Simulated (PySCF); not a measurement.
Computed IR spectrum (relative IR intensity) of a molecule C₃HBrClF. Geometry optimised at PBE0-D3(BJ)/def2-SVP. One conformer was computed; it need not be the lowest. These are PBE0-D3(BJ)/def2-SVP (PySCF 2.14.0) values and carry that method's errors. Frequencies are harmonic and unscaled.

Lines under 2 % of the strongest are left out, and lines within 2 cm⁻¹ are merged.

ν (cm⁻¹): 461 (vw), 671 (m), 794 (s), 835 (vw), 1101 (s), 1227 (m), 1438 (m), 2103 (vs) (against the strongest line: vs over 80 %, s over 45 %, m over 15 %, w over 4 %, vw less)

Q: Which structure fits?
A) FC(Br)=C=CCl
B) FC(Cl)=C=CBr
C) FC=C=C(Cl)Br

A: A, FC(Br)=C=CCl
